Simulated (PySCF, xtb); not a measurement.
C₄H₁₀OSi, SMILES C/C=C/OC[SiH3].

xtb with GFN2-xTB at its own geometry gives an orbital gap of 4.81 eV and a dipole moment of 1.14 D.

Geometry optimised at PBE0-D3(BJ)/def2-SVP. The structure was generated by enumeration; whether it is a known compound was not checked. One conformer was computed; it need not be the lowest.

What does PySCF with B3LYP/def2-TZVP give? (Estimate from the structure and the level; the computed values follow.)

gap 6.42 eV (levels -6.03 and 0.38 eV), dipole 1.32 D.
